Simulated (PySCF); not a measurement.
## Pd⁺: excitation energy

Pd⁺ [Kr] 4d9 (2D) → Pd⁺ [Kr] 4d8 5s1 (4F), as a difference of total energies. All numbers are calculated (PySCF 2.14, scalar relativity by spin-free X2C-1e, in ANO-RCC-VTZP (7s6p4d2f1g, 68 functions)). Correlated levels: valence: [Kr] frozen. The calculations carry no spin-orbit coupling.

```
           method  excitation energy (cm⁻¹)
              UHF                     20027
    MP2 (valence)                     28467
SCS-MP2 (valence)                     29259
   CCSD (valence)                     26612
CCSD(T) (valence)                     27087
```

Errors of the correlated levels include the incompleteness of this basis and the frozen core.

The basis was made for the ground configuration and has no added diffuse functions, so the excitation energy can come out too high.

Task: Which method comes closest to the reference value, and which is furthest?

Result: The reference is 25762 cm⁻¹ (measured; NIST levels, between the centres of gravity of the two terms). Closest: CCSD (valence) (error 849.82 cm⁻¹); furthest: UHF (error -5735.2 cm⁻¹).
